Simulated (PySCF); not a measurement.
Compound: C₂H₅PSe.
Numbering: `[Se:1]=[PH:2]1[CH2:3][CH2:4]1` (hydrogens: H5 on P2; H6, H7 on C3; H8, H9 on C4)

Computed, not measured: core-valence-separated Tamm–Dancoff BHandHLYP/aug-pcX-1 (pcseg-1 on H, def2-SVPD on Se, def2-SVPD on P) in PySCF, non-relativistic, gas phase, PBE0-D3(BJ)/def2-SVP geometry.

Computed carbon K-edge spectrum, Gaussian lines of 0.4 eV full width, highest printed point 100; it ends one width below the last computed root. Absolute energies from this functional tend to lie a few eV below measured edges; no shift was applied.

```tsv
photon energy (eV)	absorption
284.5	1
284.6	4
284.7	14
284.8	38
284.9	73
285.0	100
285.1	97
285.2	66
285.3	32
285.4	11
285.5	3
285.6	1
285.7	0
285.8	2
285.9	7
286.0	17
286.1	28
286.2	36
286.3	35
286.4	30
286.5	26
286.6	23
286.7	20
286.8	17
286.9	14
287.0	12
287.1	12
287.2	16
287.3	18
287.4	16
287.5	10
```

Assign the maxima to core holes.

3 maxima:
- 285.0 eV: C3/C4 (sp3 carbon bound to phosphorus), 285.04 eV, f = 0.092, sum of 2, 100 % of the height at the exact maximum
- 286.2 eV: C3/C4 (sp3 carbon bound to phosphorus), 286.20 eV, f = 0.030, sum of 2, 90 % of the height at the exact maximum
- 287.3 eV: C3/C4 (sp3 carbon bound to phosphorus), 287.31 eV, f = 0.016, sum of 2, 98 % of the height at the exact maximum

Further lines of some strength in the range: C3/C4, 286.54 eV, f = 0.016, sum of 2; C3/C4, 286.84 eV, f = 0.011, sum of 2.

Roots within 0.03 eV on the same or equivalent atoms count as one line; shares under 12 % aren't listed.

Vibrational structure and lifetime widths aren't in the curve. The ionisation threshold wasn't computed; near and above it a finite basis only mimics Rydberg series and continuum. Relativistic effects, spin–orbit coupling among them, are left out although an element past zinc is present.
